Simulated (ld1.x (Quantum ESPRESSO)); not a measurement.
## bromine: one change to an ultrasoft potential, before and after

```json
{
 "Element": "Br",
 "Generator": "ld1.x (Quantum ESPRESSO) 7.5",
 "Type": "ultrasoft",
 "Functional": "PBE",
 "Relativity": "scalar-relativistic",
 "Frozen core": "[Ar]",
 "Valence charge": "17",
 "Reference configuration": "3d10 4s2 4p5",
 "Partial waves": "4s (bound): rcut 1.35, rcutus 1.60 bohr; 4s channel at -1.15 Ry: rcut 1.35, rcutus 1.60 bohr; 4p (bound): rcut 1.70, rcutus 1.90 bohr; 4p channel at 2.2 Ry: rcut 1.70, rcutus 1.90 bohr; 3d (bound): rcut 0.55, rcutus 0.60 bohr; 3d channel at -3 Ry: rcut 0.55, rcutus 0.60 bohr",
 "Local potential": "all-electron potential smoothed inside 1.15 bohr (lloc = -2)",
 "Core correction": "Bessel-smoothed model core inside 0.45 bohr",
 "Augmentation charge": "built from norm-conserving waves at rcut, not smoothed further"
}
```

Change: core correction none.

Cutoffs: the cutoffs (Ry, on a coarse ladder) from which the occupation-weighted sum of valence levels, in a spherical-Bessel basis at the reference potential, stays within 10 and 1 mRy of its value at 400 Ry; they do not see the model core or the augmentation charge, which bear on the density cutoff. Errors are all-electron minus pseudo energies relative to the spin-unpolarised reference configuration.

Question: Predict the effect on cutoff, ghosts and configuration errors.

Answer: Of the 7 tests that both files solve, the error grows in 1 and shrinks in 2 by more than 15 % and 0.3 meV (median size 4.2 → 2.7 meV); neither file shows a bound ghost.

```tsv
quantity	base	changed
cutoff, loose	over 300 Ry	over 300 Ry
cutoff, tight	over 300 Ry	over 300 Ry
bound ghosts	none	none
error for 3d10 4s2 4p4, meV [ΔE 12.55 eV]	-2.5	-2.7
error for 3d10 4s2 4p3, meV [ΔE 35.31 eV]	-5.7	-6.7
error for 3d10 4s2 4p2, meV [ΔE 69.30 eV]	-6.5	-6.5
error for 3d9 4s2 4p5, meV [ΔE 78.44 eV]	-757	-649
error for 3d10 4s1 4p6, meV [ΔE 12.37 eV]	-2.7	-1.1
error for 3d10 4s2 4p4.5, meV [ΔE 5.07 eV]	-1.0	-1.1
error for 3d10 4s1 4p5, meV [ΔE 25.56 eV]	-4.2	-1.7
s: phases at 2.04 bohr within 0.05 rad from the reference energy up to (Ry; the scan ends near 5)	to the end of the scan	to the end of the scan
p: phases at 2.04 bohr within 0.05 rad from the reference energy up to (Ry; the scan ends near 5)	to the end of the scan	to the end of the scan
d: phases at 2.04 bohr within 0.05 rad from the reference energy up to (Ry; the scan ends near 5)	to the end of the scan	to the end of the scan
lowest overlap eigenvalue by channel	s 0.34, p 0.60, d 1.00	s 0.34, p 0.60, d 1.00
```
